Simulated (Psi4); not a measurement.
Psi4 input (wB97X-D/6-311+G**):

```
memory 1500 MB

molecule {
1 1
Si   -0.96272697    0.01639356   -0.05969868
Cl    0.98761079   -0.01681728    0.06124173
H    -1.63462977    1.31893689   -0.08644145
H    -1.67657612   -1.26255284   -0.11888637
symmetry c1
no_reorient
no_com
}

set {
  basis 6-311+G**
  reference rks
  scf_type pk
  dft_radial_points 99
  dft_spherical_points 590
  e_convergence 1e-8
  d_convergence 1e-7
  maxiter 150
}

e = energy('wb97x-d')
print_out(f'\nFINAL {e:.10f} DIPOLE {variable("CURRENT DIPOLE")[0]:.6f} {variable("CURRENT DIPOLE")[1]:.6f} {variable("CURRENT DIPOLE")[2]:.6f}\n')
```

Task: What final total energy does it give?

Result: -750.59669 Eh.
